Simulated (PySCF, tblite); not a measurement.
Calculations on `CO[C@@H]1[CH][C@H]1C(N)=O` [radical], in the order of a workflow; each names the level of the geometry that it ran on. Settings lines and outputs come from a driver script.

Compound: C5H8NO2 (doublet state).
SMILES with atom numbers: `[CH3:1][O:2][C@@H:3]1[CH:4][C@H:5]1[C:6]([NH2:7])=[O:8]` (hydrogens: H9, H10, H11 on C1; H12 on C3; H13 on C4; H14 on C5; H15, H16 on N7)

Step 1: GFN2-xTB geometry optimisation, gas phase (tblite 0.8.0) (from a force-field or distance-geometry start)
```json
{"job": {"kind": "relax", "xc": "GFN2-xTB", "basis": "xTB"}, "charge": 0, "multiplicity": 2}
```
```
step      E/eV     max force
  0    -699.43673    2.483
  1    -699.51935    2.616
  2    -699.59084    0.898
...
158    -699.80184    0.020
159    -699.80187    0.016
160    -699.80191    0.017
161    -699.80194    0.014
162    -699.80196    0.010
```

Energy lowered by 8.4 kcal/mol over 162 steps; largest atomic force 0.010 eV/Å at the end. «max force» is the largest atomic force in eV/Å.

On one thread of an Arm Neoverse V1, shared host with 32 logical CPUs at a one-minute load of 10, this took 0.93 s of wall time.

Step 2: GFN2-xTB harmonic vibrations, gas phase (tblite 0.8.0) (on the GFN2-xTB geometry)
```json
{"job": {"kind": "ir", "xc": "GFN2-xTB", "basis": "xTB"}, "charge": 0, "multiplicity": 2}
```
```
(table of modes left out)
```

42 modes from 47 to 3544 cm⁻¹ (unscaled, harmonic); zero-point energy 76.8 kcal/mol; all wavenumbers are real at this level.

Hardware: one thread of an Arm Neoverse V1, no GPU, on a shared host. Cost: 0.45 s of wall time.

Step 3: UKS B3LYP, pcH-1 on C H N O, non-relativistic, mean-field spin-orbit, GIAO (PySCF 2.14.0) (on the GFN2-xTB geometry)
```json
{"job": {"kind": "epr", "basis": "pcH-1"}, "charge": 0, "multiplicity": 2}
```
```
...
E = -400.46943013 Eh   <S^2> = 0.7533 (exact 0.7500)
g shifts (ppm)      1          2          3
  rmc          -156       -156       -156
  gc             41         10         -9
  oz_so         -37        550        785
  total        -152        405        621
hyperfine (MHz)  atom isotope    a_iso     a_fc   dipolar eigenvalues
    0   13C       2.86       2.86     -1.05     -0.88      1.94
    1   17O     -25.36     -25.36     -7.14      2.53      4.60
    2   13C      -1.99      -1.99     -4.32      1.48      2.84
    3   13C     297.09     297.09    -72.11    -69.41    141.52
    4   13C     -17.54     -17.54     -8.36     -3.47     11.83
    5   13C      46.05      46.05     -4.72     -4.13      8.86
    6   14N       2.55       2.55     -0.73     -0.55      1.29
    7   17O       0.16       0.16     -3.08      0.60      2.48
    8    1H       0.93       0.93     -1.12     -0.75      1.87
    9    1H      -0.97      -0.97     -1.50     -0.86      2.37
   10    1H      -0.67      -0.67     -1.51     -0.89      2.39
   11    1H      79.26      79.26     -7.22     -2.77      9.99
   12    1H     -19.56     -19.56    -32.35     -4.23     36.58
   13    1H      47.51      47.51     -6.77     -1.46      8.24
   14    1H      -0.68      -0.68     -1.95     -1.03      2.98
...
```

⟨S²⟩ 0.753; g_iso 2.0026. rmc, gc and oz_so are the mass-correction, gauge-correction and orbital-Zeeman/spin–orbit parts of the g shift along its three principal axes; a_iso is the isotropic hyperfine coupling and a_fc its Fermi-contact part. The log counts atoms from 0, this text from 1.

Hardware: one thread, Arm Neoverse V1 (aarch64), on a shared host. Cost: 69 s wall (with the writing of density and orbital grids), 1.0 GiB resident at most.

Geometry of the electronic-property runs (GFN2-xTB):
```
atom  x, y, z in Å
C1     2.273    0.941   -0.781
O2     1.834   -0.390   -0.620
C3     0.870   -0.545    0.362
C4     0.133   -1.782    0.487
C5    -0.640   -0.617    0.019
C6    -1.523    0.150    0.955
N7    -2.771    0.374    0.471
O8    -1.161    0.573    2.030
H9     3.044    0.917   -1.548
H10    2.697    1.332    0.151
H11    1.455    1.596   -1.101
H12    1.042    0.042    1.266
H13    0.270   -2.715   -0.017
H14   -0.986   -0.622   -1.012
H15   -3.109   -0.075   -0.361
H16   -3.437    0.830    1.073
```

 (This holds for the electronic-property runs.)

One conformer stands for the species.
